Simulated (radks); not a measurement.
Species: Nd III. Configuration: [Xe] 4f4. Method: Dirac Kohn-Sham, LDA (Slater exchange, Perdew-Wang correlation), spin-unpolarised, spherical densities, point nucleus; open shells fill j = l - 1/2 first; computed with a radial shooting solver on a logarithmic mesh with Libxc functionals.

Normalised radial functions P(r) = r R(r) (large component), r in bohr:

r,4d3/2,5s1/2,5p1/2
0.001267,0.0000,0.0450,0.0029
0.001464,0.0000,0.0505,0.0035
0.001677,0.0000,0.0563,0.0041
0.001937,0.0001,0.0629,0.0050
0.002219,0.0001,0.0698,0.0059
0.002563,0.0001,0.0776,0.0072
0.002936,0.0002,0.0855,0.0086
0.003391,0.0003,0.0943,0.0105
0.003885,0.0004,0.1030,0.0126
0.004486,0.0005,0.1124,0.0155
0.00514,0.0007,0.1212,0.0187
0.005936,0.0011,0.1301,0.0230
0.006801,0.0015,0.1379,0.0279
0.007854,0.0022,0.1448,0.0342
0.008998,0.0031,0.1495,0.0414
0.01039,0.0045,0.1517,0.0506
0.01191,0.0064,0.1504,0.0609
0.01375,0.0093,0.1444,0.0737
0.01575,0.0132,0.1333,0.0877
0.01819,0.0189,0.1148,0.1046
0.02084,0.0265,0.0902,0.1223
0.02407,0.0377,0.0560,0.1424
0.02758,0.0522,0.0163,0.1618
0.03185,0.0729,-0.0326,0.1816
0.03649,0.0991,-0.0832,0.1978
0.04214,0.1353,-0.1377,0.2096
0.04828,0.1793,-0.1850,0.2128
0.05576,0.2375,-0.2238,0.2044
0.06388,0.3040,-0.2423,0.1818
0.07378,0.3862,-0.2351,0.1398
0.08452,0.4722,-0.1972,0.0819
0.09761,0.5666,-0.1221,0.0030
0.1118,0.6502,-0.0218,-0.0828
0.1292,0.7198,0.1033,-0.1754
0.148,0.7523,0.2204,-0.2511
0.1709,0.7335,0.3167,-0.3011
0.1958,0.6502,0.3553,-0.3043
0.2261,0.4817,0.3187,-0.2493
0.2591,0.2462,0.2044,-0.1406
0.2992,-0.0704,0.0132,0.0217
0.3428,-0.4057,-0.1984,0.1937
0.3958,-0.7567,-0.3995,0.3557
0.4535,-1.0397,-0.5119,0.4496
0.5238,-1.2442,-0.5025,0.4519
0.6001,-1.3226,-0.3583,0.3488
0.693,-1.2811,-0.0853,0.1397
0.794,-1.1437,0.2343,-0.1193
0.9169,-0.9316,0.5664,-0.4085
1.051,-0.7082,0.8118,-0.6477
1.213,-0.4852,0.9551,-0.8237
1.39,-0.3109,0.9688,-0.8968
1.605,-0.1756,0.8725,-0.8754
1.839,-0.0923,0.7135,-0.7794
2.124,-0.0413,0.5190,-0.6281
2.433,-0.0170,0.3469,-0.4692
2.81,-0.0057,0.2018,-0.3123
3.22,-0.0017,0.1074,-0.1922
3.718,-0.0004,0.0478,-0.1022
4.26,-0.0001,0.0192,-0.0496
4.92,0.0000,0.0061,-0.0199
5.637,0.0000,0.0017,-0.0072

4d3/2: eigenvalue -131.50 eV, 1 radial node at r = 0.290 bohr, <r> = 0.702 bohr, 90 % of the charge inside 1.06 bohr. 5s1/2: eigenvalue -53.526 eV, 4 radial nodes at r = 0.0290, 0.115, 0.302, 0.720 bohr, <r> = 1.47 bohr, 90 % of the charge inside 2.12 bohr. 5p1/2: eigenvalue -37.267 eV, 3 radial nodes at r = 0.0981, 0.294, 0.748 bohr, <r> = 1.65 bohr, 90 % of the charge inside 2.42 bohr.
